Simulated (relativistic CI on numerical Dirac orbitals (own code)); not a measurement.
**Se4+: from the plainest model towards the measured levels**

Calculated with a relativistic CI code on KLI orbitals (one set per configuration, finite nucleus), adding one ingredient at a time: step 1, Dirac-Coulomb, each configuration alone; step 2, with Breit and QED terms; step 3, with configuration mixing; step 4, with scaled Slater integrals (0.85); step 5, with a P86 correlation estimate; step 6, tied to the ionisation limit. P86 is a density functional for the correlation energy, evaluated here for each configuration and added to its levels. Step 6 is semi-empirical: configurations made of the next ion and one excited electron move by 10742 cm⁻¹, so that their limit matches the tabulated ionisation energy, and those with a non-penetrating f or g electron also take the P86 value of the least penetrating other one.

CI space (outside the closed core [Ar] 3d10): 4s2, 4s 4p, 4p2, 4s 4d, 4s 5s, 4s 5p, 4p 4d, 4s 4f, 4s 5d, 4s 6s, 4p 5s, 4d2, 4f2, 4p 4f, 4s 6p, 4s 5f.

Computed minus measured energy above the ground level, in cm⁻¹, for 19 of the 39 excited levels that pair in every step (one J of a term; a digit in brackets numbers repeated terms):

```tsv
Configuration	Term	J	Measured	Step 1	Step 2	Step 3	Step 4	Step 5	Step 6
4s 4p	3P°	0	89749	-11329	-11429	-4008	-3892	-3210	7503
4s 4p	1P°	1	131733	2418	2248	2672	-3300	-2581	7942
4p2	3P	0	211794	-10109	-10368	-2991	-3860	-2662	-2662
4p2	1D	2	213203	6815	6453	-5086	-4411	-3059	-1763
4s 4d	3D	1	257536	-11270	-11589	-4291	-5570	-3350	7352
4s 4d	1D	2	279038	-17654	-17991	1938	-4012	-1900	7014
4s 5s	3S	1	287422	-12428	-12658	-4223	-5992	-3032	7710
4s 5s	1S	0	295381	-10197	-10427	-2189	-5497	-2536	8187
4s 5p	3P°	0	326298	-12869	-13128	-5402	-7162	-3729	6907
4s 5p	1P°	1	329640	-9767	-10048	-4425	-6262	-2832	7520
4p 4d	3F°	2	351880	-8993	-9432	-7808	-6826	-3185	-2021
4s 4f	1F°	3	358148	-1498	-1832	-4616	-5200	1615	7306
4p 4d	1D°	2	363473	-14528	-15049	-6972	-7340	-4976	-4897
4s 4f	jj	2	372695	-19478	-19810	-4695	-7521	-760	5981
4s 5d	3D	1	384101	-13800	-14122	-5667	-7676	-3339	7402
4s 5d	1D	2	386684	-12508	-12838	-2992	-5854	-1539	9111
4s 6s	3S	1	395720	-14648	-14932	-6465	-8484	-3431	7311
4s 6s	1S	0	398817	-14244	-14527	-5961	-8483	-3435	7301
4p 5s	3P°	0	401867	-14195	-14545	-5933	-7935	-4463	-4266
```

Mean absolute errors in cm⁻¹, over all paired levels and for the configurations:

```tsv
Configuration, levels	Step 1	Step 2	Step 3	Step 4	Step 5	Step 6
all, 39	12108	12417	4559	6162	3110	5621
4s 4p, 4	9098	9163	3724	3813	3122	7543
4p2, 5	9308	9494	3363	4247	3012	2654
4s 4d, 4	12860	13194	3715	5194	3001	7254
4s 5s, 2	11313	11542	3206	5744	2784	7948
4s 5p, 4	12064	12338	5125	6908	3476	7090
4p 4d, 7	11331	11844	4846	6636	3602	2867
4s 4f, 4	15520	15854	4728	6961	1263	5959
4s 5d, 4	13495	13824	5020	7243	2911	7807
4s 6s, 2	14446	14729	6213	8484	3433	7306
4p 5s, 3	14233	14620	6329	7903	4502	4258
```

Measured levels: measured levels as listed in Rauch et al., Astron. Astrophys. 606, A105 (2017).

The mean absolute error is lowest at step 5 (3110 cm⁻¹), and the largest single drop is from step 2 to 3 (12417 to 4559). Mixing lowers the ground level by 8451, with 4p2 as its largest admixture; relative to it the configurations that move most are 4s 4f by +11126, 4s 4d by +10448, 4s 5d by +8804. Configurations whose own partners of that kind are not in the list rise by much of that lowering, so a short list can trade one imbalance for another. The P86 estimate moves 4s 4f by +6506, 4s 6s by +5051, 4s 5d by +4332, and takes the mean absolute error of the excited configurations from 6162 to 3110. Step 6 takes that error from 3110 to 5621; it grows for 4s 4p, 4s 4d, 4s 5s, 4s 5p, 4s 4f, 4s 5d, 4s 6s. The shift fits the limit, so it does little for low levels whose errors differ from those near the limit.
